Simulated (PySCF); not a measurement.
Isomers of C7H6N2Se. Theory: PySCF 2.14.0, PBE0-D3(BJ)/def2-SVP geometry optimisation, gas phase. One conformer each; no zero-point energy, no entropy. No frequencies were run at this level. Point groups hold within 0.08 Å.

Task: Order them by energy at this level, lowest first, and give relative energies in kcal/mol.
A. `[N:1]#[C:2][C:3]1=[CH:4][Se:5][CH2:6][C@@H:7]([C:8]#[N:9])[CH2:10]1` with C3–C4–Se5–C6 -5°, C4–Se5–C6–C7 36°, Se5–C6–C7–C8 171°, C6–C7–C10–C3 59°
B. `[CH3:1][c:2]1[se:3][n:4][cH:5][c:6]1/[CH:7]=[CH:8]/[C:9]#[N:10]` with C5–C6–C7–C8 0°
C. `[N:1]#[C:2][C:3]1([c:4]2[cH:5][n:6][se:7][cH:8]2)[CH2:9][CH2:10]1` with C2–C3–C4–C5 -179°

Result: A (0.0), B (0.1), C (9.8).

As drawn, the lowest has a C=C bond outside aromatic rings, which the highest lacks; the highest has an aromatic ring, a three-membered ring and a quaternary carbon, which the lowest lacks. Neighbours under 2.5 kcal/mol apart (N#CC1=C[Se]C[C@@H](C#N)C1 and Cc1[se]ncc1/C=C/C#N) can change places with a better method, another conformer or zero-point energy.

```
                   SMILES       E (Eh)  E rel (kcal/mol)  dipole (D)  point group        A, B, C (MHz)
N#CC1=C[Se]C[C@@H](C#N)C1  -2780.07760               0.0        4.03           C1  949.1, 869.8, 462.0
      Cc1[se]ncc1/C=C/C#N  -2780.07752               0.1        4.32           Cs   2858, 424.0, 370.1
     N#CC1(c2cn[se]c2)CC1  -2780.06205               9.8        2.13            –   2171, 575.3, 471.6
```

Task: How do the relative energies change in single points at wB97X-D/def2-SVPD (no added dispersion term) on the same geometries?

Result: 
```tsv
SMILES	PBE0-D3(BJ)/def2-SVP (kcal/mol)	wB97X-D/def2-SVPD (kcal/mol)	shift
N#CC1=C[Se]C[C@@H](C#N)C1	0.0	0.0	0.0
Cc1[se]ncc1/C=C/C#N	0.1	1.6	+1.5
N#CC1(c2cn[se]c2)CC1	9.8	10.9	+1.1
```

Each column counts from its own lowest isomer. The order is unchanged; the largest shift is 1.5 kcal/mol.
